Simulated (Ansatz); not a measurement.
CH3N, SMILES `[CH]N` (excited triplet) (charge 0, multiplicity 3). This triplet is an excited state, 1.55 eV above the relaxed singlet at the level composite: frozen-core CCSD(T) with HF/cc-pVQZ and the correlation energy extrapolated as X^-3 from cc-pVTZ and cc-pVQZ, plus CCSDT(Q) minus CCSD(T) in cc-pVTZ // PBE0-D3(BJ)/def2-TZVP (Ansatz, an electronic-structure program).

Cartesian coordinates (Å):
SMILES: [CH]N
```xyz
5

C      0.7921    -0.1914     0.3112
N     -0.4670     0.0949    -0.1247
H      1.6994    -0.1189    -0.2886
H     -0.9157     0.9006     0.2928
H     -1.1088    -0.6852    -0.1908
```
Charge 0, spin multiplicity 3.

Frozen-core energies in cc-pVTZ from Ansatz at a geometry from PBE0-D3(BJ)/def2-TZVP; the HF reference has <S^2> = 2.01 and the T1 diagnostic is 0.020.

| level | energy (Ha) | difference from CCSDT(Q) (mHa) |
|---|---|---|
| HF | -93.99392 | 366.82 |
| MP2 | -94.32367 | 37.08 |
| CCSD | -94.34678 | 13.96 |
| CCSD(T) | -94.35960 | 1.15 |
| CCSDT | -94.36020 | 0.55 |
| CCSDT(Q) | -94.36074 | 0.00 |
